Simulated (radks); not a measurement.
Results of a calculation; reference values are marked as such.
Radial electron density D(r) = 4 pi r^2 rho(r) of an atom or ion with 33 electrons. Code: a radial shooting solver on a logarithmic mesh with Libxc functionals. Model: scalar-relativistic Kohn-Sham, PBEsol, spin-polarised, spherical densities, point nucleus.

| r (bohr) | D(r) (e/bohr) | spin D(r) |
|---|---|---|
| 0.001088 | 1.341 | -0.0000416 |
| 0.001237 | 1.684 | -0.0000513 |
| 0.001406 | 2.110 | -0.0000628 |
| 0.001585 | 2.601 | -0.0000752 |
| 0.001802 | 3.245 | -0.0000901 |
| 0.002048 | 4.037 | -0.000106 |
| 0.002327 | 5.007 | -0.000122 |
| 0.002624 | 6.108 | -0.000135 |
| 0.002982 | 7.520 | -0.000143 |
| 0.003389 | 9.218 | -0.000138 |
| 0.003852 | 11.24 | -0.000109 |
| 0.004378 | 13.63 | -0.0000362 |
| 0.004936 | 16.23 | 0.0000973 |
| 0.00561 | 19.41 | 0.000353 |
| 0.006377 | 23.03 | 0.000797 |
| 0.007247 | 27.05 | 0.00154 |
| 0.008171 | 31.16 | 0.00264 |
| 0.009287 | 35.81 | 0.00450 |
| 0.01056 | 40.59 | 0.00739 |
| 0.012 | 45.31 | 0.0118 |
| 0.01363 | 49.73 | 0.0185 |
| 0.01537 | 53.33 | 0.0277 |
| 0.01747 | 56.33 | 0.0419 |
| 0.01986 | 58.20 | 0.0621 |
| 0.02257 | 58.78 | 0.0904 |
| 0.02545 | 58.13 | 0.126 |
| 0.02892 | 56.38 | 0.176 |
| 0.03287 | 54.00 | 0.240 |
| 0.03736 | 51.70 | 0.317 |
| 0.04246 | 50.31 | 0.406 |
| 0.04788 | 50.56 | 0.494 |
| 0.05441 | 52.93 | 0.580 |
| 0.06185 | 57.44 | 0.644 |
| 0.07029 | 63.31 | 0.665 |
| 0.07925 | 68.78 | 0.628 |
| 0.09007 | 72.89 | 0.519 |
| 0.1024 | 73.67 | 0.349 |
| 0.1164 | 70.44 | 0.157 |
| 0.1322 | 63.92 | 0.0109 |
| 0.1491 | 56.66 | -0.00822 |
| 0.1695 | 50.34 | 0.160 |
| 0.1926 | 47.75 | 0.526 |
| 0.2189 | 49.45 | 0.999 |
| 0.2468 | 53.49 | 1.37 |
| 0.2805 | 57.28 | 1.50 |
| 0.3188 | 57.31 | 1.23 |
| 0.3624 | 51.94 | 0.662 |
| 0.4118 | 42.13 | 0.112 |
| 0.4643 | 31.46 | 0.00154 |
| 0.5278 | 21.53 | 0.601 |
| 0.5998 | 14.97 | 1.89 |
| 0.6817 | 11.66 | 3.40 |
| 0.7686 | 10.17 | 4.44 |
| 0.8736 | 8.715 | 4.67 |
| 0.9929 | 6.670 | 3.94 |
| 1.128 | 4.292 | 2.69 |
| 1.283 | 2.249 | 1.47 |
| 1.446 | 0.9998 | 0.676 |
| 1.644 | 0.3318 | 0.233 |
| 1.868 | 0.08380 | 0.0611 |
| 2.123 | 0.01557 | 0.0118 |
| 2.394 | 0.002354 | 0.00185 |
| 2.721 | 0.0002166 | 0.000176 |

What is the nuclear charge?

Answer. Z = 46. The innermost maximum, from 1s, lies near gamma/Z bohr with gamma = sqrt(1 - (Z/c)^2) = 0.942, here 0.0205 bohr (found: 0.0224), and its height grows with Z. The density is that of the palladium ion Pd13+ in [Ar] 3d10 4s2 4p3; the configuration itself is not fixed sharply by these data, and Z only to a few units. D(r) has 3 maxima, at r = 0.0224, 0.0984, 0.299 bohr, and minima at 0.0446, 0.194 bohr, inside which lie 2.02, 11.09 electrons.
